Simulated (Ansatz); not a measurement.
C3H7N, SMILES `C/C=N/C` (charge 0, multiplicity 1).

The numbers are results of HSE06/cc-pVTZ // PBE0-D3(BJ)/def2-TZVP run with Ansatz (a quantum-chemistry and plane-wave program), not measurements.

Ansatz 0.2 input:
```yaml
crystal:
  periodic: [false, false, false]
  atoms:
    - { symbol: C, position_ang: [-1.846637, -0.100625, 0.015991] }
    - { symbol: C, position_ang: [-0.413012, -0.06221, -0.379201] }
    - { symbol: N, position_ang: [0.51442, 0.119444, 0.453229] }
    - { symbol: C, position_ang: [1.867614, 0.138732, -0.033716] }
    - { symbol: H, position_ang: [-2.409336, 0.673801, -0.514406] }
    - { symbol: H, position_ang: [-2.294067, -1.060346, -0.260937] }
    - { symbol: H, position_ang: [-1.948505, 0.049157, 1.090201] }
    - { symbol: H, position_ang: [-0.19493, -0.202202, -1.451525] }
    - { symbol: H, position_ang: [1.948179, -0.012099, -1.120646] }
    - { symbol: H, position_ang: [2.445309, -0.638398, 0.474342] }
    - { symbol: H, position_ang: [2.33096, 1.094742, 0.225428] }
basis:
  gaussian: { orbitals: cc-pVTZ }
hamiltonian:
  xc: hse06
```

Output:

```
Functional definition: HSE06
1117 factors; their error is unknown
108 factors; integrals over basis functions are off by at most 5.2e-7 eV
mean field evaluation 1: about -4702.0277 eV, gradient 6.0e1 eV
mean field evaluation 2: about -4696.2438 eV, gradient 7.5e1 eV
mean field evaluation 4: about -4710.2615 eV, gradient 5.0e0 eV
mean field evaluation 8: about -4710.2976 eV, gradient 3.5e-1 eV
mean field evaluation 16: about -4710.2977 eV, gradient 3.8e-5 eV
mean field -4710.29771914 eV, -173.1002484240 hartree, gradient 3.8e-5 eV, S^2 0.000000; 0 other end points of the search recorded, 0 dependent functions left out
reference -4710.29775773 eV, -173.1002498420 hartree; 16, 16 occupied and 202, 202 virtual orbitals, 1117 factors
Total energy: -4710.29775773 eV, -173.1002498420 hartree
```
